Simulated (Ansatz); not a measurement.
`[SiH3]C1=CCO1`. The species carries charge 0 and has multiplicity 1. The structure was optimised at the PBE0-D4/def2-TZVP level.

```xyz
11

Si   -1.283    0.044    1.476
C    -0.043   -0.043    0.086
C     0.339    0.695   -0.967
C     1.338   -0.378   -1.269
O     0.848   -1.098   -0.102
H    -2.218   -1.107    1.405
H    -0.588    0.023    2.788
H    -2.026    1.318    1.312
H     0.055    1.638   -1.403
H     2.395   -0.126   -1.149
H     1.183   -0.966   -2.177
```

Problem. What is the dipole moment at PBE/def2-TZVPP? (Best estimate.)

Solution. The calculation gave: 1.38 D, with components (0.25, 0.89, -1.02) D in this frame, pointing from negative to positive charge.

Problem. And with r2SCAN, B3LYP, ωB97M-V? (Best estimate.)

Solution. Ansatz gave: r2SCAN 1.44 D, B3LYP 1.47 D, ωB97M-V 1.48 D.

Problem. Give the Mulliken charges with PBE, r2SCAN, ωB97M-V in def2-TZVPP. (Best estimate.)

Solution. Ansatz gave: 
```tsv
atom	PBE	r2SCAN	ωB97M-V
Si1	0.23	0.34	0.21
C2	0.09	0.09	0.09
C3	-0.28	-0.33	-0.31
C4	0.05	0.20	0.03
O5	-0.26	-0.34	-0.32
H6	-0.05	-0.06	-0.02
H7	-0.05	-0.06	-0.02
H8	-0.05	-0.07	-0.02
H9	0.12	0.11	0.14
H10	0.09	0.06	0.11
H11	0.09	0.06	0.11
```

B3LYP here is the variant with VWN-RPA as its local correlation; programs differ in this.
